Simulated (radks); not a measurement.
Q: The mean radii <r> (bohr) of the occupied orbitals of an atom or ion are listed with their occupations. All-electron calculation, scalar-relativistic Kohn-Sham, PBE, spin-polarised, spherical densities, finite nucleus; Fermi nuclear charge, rms radius of each element as measured or else 0.836 A^(1/3) + 0.57 fm. Program: a radial shooting solver on a logarithmic mesh with Libxc functionals.

orbital  occ.      <r>
1s up       1  0.03040
1s down     1  0.03040
2s up       1   0.1316
2s down     1   0.1316
2p up       3   0.1148
2p down     3   0.1148
3s up       1   0.3582
3s down     1   0.3581
3p up       3   0.3569
3p down     3   0.3568
3d up       5   0.3345
3d down     5   0.3343
4s up       1   0.8670
4s down     1   0.8685
4p up       3   0.9374
4p down     1   0.9402
4d up       5    1.146
4d down     5    1.154
5s up       1    2.227
4f up       2    5.932

Name the element and its charge. Open shells, if any, are filled with parallel spins first.

A: Z = 48, cadmium, charge +1: Cd+ in [Ar] 3d10 4s2 4p4 4d10 5s1 4f2. The 1s radius gives Z: for a bare nucleus <r> = (2 gamma + 1)/(2Z) with gamma = sqrt(1 - (Z/c)^2), 0.02993 bohr for Z = 48, and screening makes it slightly larger (0.03040 here). The occupations add up to 47, and the charge is Z minus that.
